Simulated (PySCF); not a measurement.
Compound: C6H6O.
Cartesian coordinates in Å at the PBE0-D3(BJ)/def2-SVP level; atoms count from 1:
```xyz
13
C6H6O angstrom
C     -0.722   -0.442    1.899
C     -0.680   -0.322    0.559
C     -1.871   -0.548   -0.331
C      0.543    0.037   -0.084
C      1.558    0.340   -0.688
C      2.794    0.705   -1.335
O      2.927    0.846   -2.526
H      0.164   -0.271    2.513
H     -1.651   -0.716    2.406
H     -2.100    0.361   -0.910
H     -2.756   -0.824    0.257
H     -1.664   -1.348   -1.058
H      3.650    0.853   -0.631
```

All values: wB97X-D/def2-SVPD (PySCF, non-relativistic), on one gas-phase PBE0-D3(BJ)/def2-SVP geometry that isn't relaxed in the solvent. The solvent is an IEF-PCM continuum (cavity from Bondi-type radii × 1.2). The model holds no explicit solvent molecules, cavitation or dispersion.

Gas phase at wB97X-D/def2-SVPD: HOMO -9.29 eV, LUMO -0.68 eV, dipole 4.00 D.

Task: What does the continuum do to the energy, the frontier levels and the dipole at wB97X-D/def2-SVPD in benzene and dichloromethane?

Result: 
```
        solvent      ε  E(solvent) − E(gas) (kcal/mol)  polarisation term (kcal/mol)  distortion of the solute (kcal/mol)  HOMO (eV)  LUMO (eV)  dipole (D)
        benzene  2.271                           -2.68                         -2.94                                 0.26      -9.22      -0.67        4.61
dichloromethane   8.93                           -5.09                         -6.04                                 0.95      -9.19      -0.69        5.17
```

The first energy column is the sum of the next two and covers electrostatics alone. From benzene to dichloromethane the lowering changes by a factor 1.90, Onsager's factor (ε − 1)/(2ε + 1) by 1.83 and ε itself by 3.9.

Task: Which radius a makes the point-dipole formula ΔE = −[(ε − 1)/(2ε + 1)]·μ²/a³ give the value in dichloromethane, with the gas-phase dipole?

Result: μ = 1.573 au and |ΔE| = 0.00811 Eh give a = 2.67 Å; the farthest nucleus lies 3.97 Å from the centroid of the nuclei, so such a sphere wouldn't even hold the nuclei. The formula assumes a rigid point dipole at the centre of a sphere.

Task: Give the dipole vector in the frame of the coordinates (D, pointing from negative to positive charge), gas and dichloromethane.

Result: Gas (-2.11, -0.82, 3.29), solvent (-2.64, -1.04, 4.32). Its length changes by +29 % and its direction by 1°.

Task: How does the static polarisability (wB97X-D/def2-SVPD, frozen core, with the continuum's full static response) change?

Result: 
```csv
medium,isotropic (au),principal values (au),⟨r²⟩ of the electrons (bohr²)
gas,83.2,"48.4, 71.3, 129.8",1117.8
benzene,96.0,"54.5, 80.6, 152.8",1117.6
dichloromethane,109.3,"62.2, 90.6, 175.0",1117.5
```

The isotropic value in dichloromethane is 1.31 times the gas-phase one; no cavity-field correction is applied. ⟨r²⟩ is taken about the centre of nuclear charge.

The pairwise dispersion term of wB97X-D wasn't added to the energies; at a given geometry it leaves orbitals and properties as they are.
